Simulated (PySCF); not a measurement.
C₅H₈O₃, singlet, at a GFN2-xTB geometry; SVWN5/3-21G (PySCF).

The PySCF input:
```python
from pyscf import gto, scf, dft

mol = gto.Mole()
mol.atom = '''
    C     3.34909298    0.56643792    0.20627091
    C     2.21708328    0.67902214   -0.47299770
    C     1.01064038   -0.07733769   -0.07687092
    O     0.93298789   -0.83883177    0.85301494
    O    -0.00961259    0.19110087   -0.91212379
    C    -1.24286505   -0.46681644   -0.65783660
    C    -2.03366227    0.23952227    0.45429510
    O    -3.33446312   -0.26707915    0.58044038
    H     4.23990360    1.10679499   -0.06386435
    H     3.40222010   -0.08490155    1.06367143
    H     2.10560844    1.31443041   -1.33819778
    H    -1.79368270   -0.42908754   -1.60232093
    H    -1.05792275   -1.50820318   -0.37478674
    H    -1.54665864    0.06629711    1.41618894
    H    -2.04391301    1.32057770    0.25035222
    H    -3.81858835   -0.11239662   -0.23885974
'''
mol.basis = '3-21g'
mol.verbose = 4
mol.build()

mf = dft.RKS(mol)
mf.xc = 'lda,vwn'
mf.kernel()
```

It wrote (shortened):

```
PySCF version 2.14.0

[INPUT] verbose = 4
[INPUT] num. atoms = 16
[INPUT] num. electrons = 62
[INPUT] charge = 0
[INPUT] spin (= nelec alpha-beta = 2S) = 0
[INPUT] symmetry False subgroup None
[INPUT] Mole.unit = angstrom
[INPUT] Symbol           X                Y                Z      unit          X                Y                Z       unit  Magmom
[INPUT]  1 C      3.349092980000   0.566437920000   0.206270910000 AA    6.328868497903   1.070412535368   0.389795527365 Bohr   0.0
[INPUT]  2 C      2.217083280000   0.679022140000  -0.472997700000 AA    4.189680194552   1.283165877116  -0.893836110549 Bohr   0.0
[INPUT]  3 C      1.010640380000  -0.077337690000  -0.076870920000 AA    1.909833528626  -0.146147053207  -0.145264985743 Bohr   0.0
[INPUT]  4 O      0.932987890000  -0.838831770000   0.853014940000 AA    1.763091589636  -1.585162309884   1.611964616762 Bohr   0.0
[INPUT]  5 O     -0.009612590000   0.191100870000  -0.912123790000 AA   -0.018165162448   0.361128306466  -1.723664154800 Bohr   0.0
[INPUT]  6 C     -1.242865050000  -0.466816440000  -0.657836600000 AA   -2.348674554294  -0.882155222044  -1.243131008715 Bohr   0.0
[INPUT]  7 C     -2.033662270000   0.239522270000   0.454295100000 AA   -3.843064720161   0.452631491034   0.858493318732 Bohr   0.0
[INPUT]  8 O     -3.334463120000  -0.267079150000   0.580440380000 AA   -6.301222069263  -0.504706447082   1.096873349838 Bohr   0.0
[INPUT]  9 H      4.239903600000   1.106794990000  -0.063864350000 AA    8.012256598557   2.091539407141  -0.120686130623 Bohr   0.0
[INPUT] 10 H      3.402220100000  -0.084901550000   1.063671430000 AA    6.429264204490  -0.160440677051   2.010047689224 Bohr   0.0
[INPUT] 11 H      2.105608440000   1.314430410000  -1.338197780000 AA    3.979023277173   2.483913484700  -2.528827304701 Bohr   0.0
[INPUT] 12 H     -1.793682700000  -0.429087540000  -1.602320930000 AA   -3.389569057370  -0.810857934063  -3.027947721358 Bohr   0.0
[INPUT] 13 H     -1.057922750000  -1.508203180000  -0.374786740000 AA   -1.999184258447  -2.850090950398  -0.708244293719 Bohr   0.0
[INPUT] 14 H     -1.546658640000   0.066297110000   1.416188940000 AA   -2.922761237792   0.125283380750   2.676209237238 Bohr   0.0
[INPUT] 15 H     -2.043913010000   1.320577700000   0.250352220000 AA   -3.862435811335   2.495530179208   0.473097130477 Bohr   0.0
[INPUT] 16 H     -3.818588350000  -0.112396620000  -0.238859740000 AA   -7.216086163955  -0.212398829127  -0.451379490785 Bohr   0.0

nuclear repulsion = 369.427925015399
number of shells = 56
number of NR pGTOs = 144
number of NR cGTOs = 88
basis = 3-21g
ecp = {}

******** <class 'pyscf.dft.rks.RKS'> ********
method = RKS
initial guess = minao
damping factor = 0
level_shift factor = 0
DIIS = <class 'pyscf.scf.diis.CDIIS'>
diis_start_cycle = 1
diis_space = 8
diis_damp = 0
SCF conv_tol = 1e-09
SCF conv_tol_grad = None
SCF max_cycles = 50
direct_scf = True
direct_scf_tol = 1e-13
XC library pyscf.dft.libxc version 7.1.2
    S. Lehtola, C. Steigemann, M. J. T. Oliveira, and M. A. L. Marques,  SoftwareX 7, 1–5 (2018)
XC functionals = lda,vwn
    P. A. M. Dirac,  Math. Proc. Cambridge Philos. Soc. 26, 376 (1930)
    F. Bloch,  Z. Phys. 57, 545 (1929)
    S. H. Vosko, L. Wilk, and M. Nusair,  Can. J. Phys. 58, 1200 (1980)
radial grids:
    Treutler-Ahlrichs [JCP 102, 346 (1995); DOI:10.1063/1.469408] (M4) radial grids

becke partition: Becke, JCP 88, 2547 (1988); DOI:10.1063/1.454033
pruning grids: <function nwchem_prune>
grids dens level: 3
symmetrized grids: False
atomic radii adjust function: <function treutler_atomic_radii_adjust>
small_rho_cutoff = 0
Set gradient conv threshold to 3.16228e-05
Initial guess from minao.
tot grids = 191304
init E= -416.060302587103
  HOMO = -0.33322071201379  LUMO = -0.148109964959806  gap/eV = 5.03712
cycle= 1 E= -415.044957418176  delta_E= 1.02  |g|= 1.09  |ddm|= 4.06
  HOMO = -0.0582909485977972  LUMO = -0.0224929631301261  gap/eV = 0.97411
cycle= 2 E= -414.01111804494  delta_E= 1.03  |g|= 2.49  |ddm|= 3.87
  HOMO = -0.177784918348237  LUMO = -0.0521217538887213  gap/eV = 3.41947
cycle= 3 E= -415.145584301495  delta_E= -1.13  |g|= 0.794  |ddm|= 3.25
  HOMO = -0.20638051380471  LUMO = -0.0646182343084578  gap/eV = 3.85755
cycle= 4 E= -415.271619924841  delta_E= -0.126  |g|= 0.145  |ddm|= 0.77
  HOMO = -0.207219760252304  LUMO = -0.0809233571532748  gap/eV = 3.43670
cycle= 5 E= -415.274430924256  delta_E= -0.00281  |g|= 0.0802  |ddm|= 0.194
  HOMO = -0.202313892152781  LUMO = -0.0757099052717227  gap/eV = 3.44507
cycle= 6 E= -415.275755266325  delta_E= -0.00132  |g|= 0.0262  |ddm|= 0.0938
  HOMO = -0.20349046742452  LUMO = -0.0746566342262072  gap/eV = 3.50575
cycle= 7 E= -415.275900582588  delta_E= -0.000145  |g|= 0.00921  |ddm|= 0.0345
  HOMO = -0.203817883555809  LUMO = -0.074635367813245  gap/eV = 3.51524
cycle= 8 E= -415.275921386637  delta_E= -2.08e-05  |g|= 0.00347  |ddm|= 0.0104
  HOMO = -0.203645580228311  LUMO = -0.0748224893584104  gap/eV = 3.50545
cycle= 9 E= -415.275923968517  delta_E= -2.58e-06  |g|= 0.00074  |ddm|= 0.00389
  HOMO = -0.203700930631045  LUMO = -0.0748420468822095  gap/eV = 3.50643
cycle= 10 E= -415.275924068332  delta_E= -9.98e-08  |g|= 0.000269  |ddm|= 0.001
  HOMO = -0.203698174780389  LUMO = -0.0748294171812853  gap/eV = 3.50670
cycle= 11 E= -415.275924086398  delta_E= -1.81e-08  |g|= 4.84e-05  |ddm|= 0.000372
  HOMO = -0.203693066741128  LUMO = -0.0748315033186544  gap/eV = 3.50650
cycle= 12 E= -415.275924087033  delta_E= -6.36e-10  |g|= 1.58e-05  |ddm|= 7.58e-05
  HOMO = -0.203694391449547  LUMO = -0.0748299556929788  gap/eV = 3.50658
Extra cycle  E= -415.275924086862  delta_E= 1.71e-10  |g|= 3.19e-05  |ddm|= 5.18e-05
converged SCF energy = -415.275924086862
```
